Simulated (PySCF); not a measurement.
## Working out the ionisation energy of Kr²⁺

Kr²⁺ [Ar] 3d10 4s2 4p4 (3P) → Kr³⁺ [Ar] 3d10 4s2 4p3 (4S). All numbers are calculated (PySCF 2.14, scalar relativity by spin-free X2C-1e, in Sapporo-DKH3-DZP-2012 (6s5p3d1f, 43 functions)). Frozen: [Ar] 3d10. Energies in hartree (1 hartree = 27.21139 eV):

```
            part  Kr²⁺ (lower)  Kr³⁺ (upper)
             UHF  -2786.772480  -2785.507080
CCSD correlation     -0.093457     -0.076809
             (T)     -0.001037     -0.000694
```

Task: What does Hartree-Fock give?

Result: (-2785.507080) − (-2786.772480) = 1.265400 hartree = 34.433 eV.

Task: What do CCSD and CCSD(T) give?

Result: The CCSD correlation energies differ by 0.016648 hartree = 0.453 eV and the triples by 0.000343 hartree = 0.009 eV, so CCSD gives 34.886 eV and CCSD(T) 34.895 eV.

Reference: 35.838 ± 0.02 eV (measured; NIST Atomic Spectra Database, ionization energies), between the lowest levels; spin-orbit coupling is absent from the calculation.

A double-zeta basis recovers only part of the correlation energy.

What remains against the reference includes basis incompleteness, the frozen core and higher excitations.
